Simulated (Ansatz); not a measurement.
The cluster Li7O3⁺, relaxed as a singlet with RKS PBE-D4/def2-SVP in Ansatz, starting from the GFN1-xTB geometry. Force threshold 0.02 eV/Å.

The structure comes from a short search, and lower isomers may exist.

Start:

```xyz
10

Li   -0.7192    0.5680    0.6124
Li   -0.8757   -1.1309   -0.9273
Li   -1.6746    1.1752   -2.6357
Li    1.1021   -0.7881    1.0074
Li    0.8104    1.1032   -1.0126
Li    2.4436    1.8209    1.3783
Li   -1.0496   -2.7791    1.5400
O    -0.8411    0.5789   -1.4045
O     1.3087    0.9377    0.6743
O    -0.5047   -1.4857    0.7676
```

(1) Estimate the energy that the relaxation releases and the steps that it takes.

(2) Does the start keep its bonding?

(3) Predict the relaxed structure.

## Answers

(1) 23.1 kJ/mol, in 4 steps; 8 s on 4 threads of Arm Neoverse V1 on a shared host. No frequencies were taken in this run, so the end may be a saddle point.

(2) By distances, no bond broke or formed. The bond that changes most is Li1–O10, from 2.07 to 1.94 Å (atoms count from 1). The end is the same structure that another start reached, the lowest one found.

(3) 
```xyz
10

Li   -0.5341    0.4215    0.4771
Li   -0.8234   -1.2074   -1.0174
Li   -1.8558    1.3138   -2.4730
Li    1.2096   -0.8799    0.9661
Li    0.9009    1.0716   -1.1004
Li    2.2490    1.9736    1.5278
Li   -1.2305   -2.6268    1.6952
O    -0.7919    0.5466   -1.4415
O     1.3429    0.8899    0.6395
O    -0.4668   -1.5030    0.7265
```
Bond lengths (bridged metal pairs left out): 12 × Li–O 1.67 to 1.94 Å.
